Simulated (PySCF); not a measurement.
C2H6O2Si2. Atoms are numbered in the order given.

```xyz
12

O     -2.0299     1.3770     0.1022
C     -1.0923     0.6515    -0.1198
C     -1.1783    -0.8704    -0.1584
Si     0.4958    -1.5439     0.4297
O      1.4930    -0.2507     0.0250
Si     0.7610     1.2105    -0.3530
H     -1.2621    -1.1517    -1.2262
H     -2.0870    -1.2235     0.3523
H      0.5321    -1.7937     1.8991
H      0.9212    -2.7703    -0.2993
H      1.0755     1.6236    -1.7509
H      1.1434     2.2856     0.6022
```
Charge 0, spin multiplicity 1.

Geometry optimised at PBE0-D3(BJ)/def2-SVP. The structure was generated by enumeration, and PubChem lists no compound with its InChIKey, so it may never have been made. Other conformers were not sampled.

The numbers are results of PySCF with PBE/pcSseg-1, not measurements.

GIAO shieldings, no solvent; atoms listed in one row are averaged. δ = σ(ref) − σ: ¹⁷O against H2O (σ = 334.3 ppm); ¹³C against TMS (σ = 182.0 ppm); ²⁹Si against TMS (σ = 335.4 ppm); ¹H against TMS (σ = 31.49 ppm), references at their B3LYP-D3(BJ)/def2-TZVP geometries, non-relativistic.

Computed chemical shifts:
```json
[
 {"nucleus": "¹⁷O", "atoms": "O1", "count": "1", "δ (ppm)": "838.2"},
 {"nucleus": "¹⁷O", "atoms": "O5", "count": "1", "δ (ppm)": "39.0"},
 {"nucleus": "¹³C", "atoms": "C2", "count": "1", "δ (ppm)": "240.4"},
 {"nucleus": "¹³C", "atoms": "C3", "count": "1", "δ (ppm)": "42.0"},
 {"nucleus": "²⁹Si", "atoms": "Si4", "count": "1", "δ (ppm)": "-4.0"},
 {"nucleus": "²⁹Si", "atoms": "Si6", "count": "1", "δ (ppm)": "-48.0"},
 {"nucleus": "¹H", "atoms": "H10", "count": "1", "δ (ppm)": "6.03"},
 {"nucleus": "¹H", "atoms": "H9", "count": "1", "δ (ppm)": "5.84"},
 {"nucleus": "¹H", "atoms": "H11", "count": "1", "δ (ppm)": "5.33"},
 {"nucleus": "¹H", "atoms": "H12", "count": "1", "δ (ppm)": "5.01"},
 {"nucleus": "¹H", "atoms": "H7", "count": "1", "δ (ppm)": "2.67"},
 {"nucleus": "¹H", "atoms": "H8", "count": "1", "δ (ppm)": "2.28"}
]
```
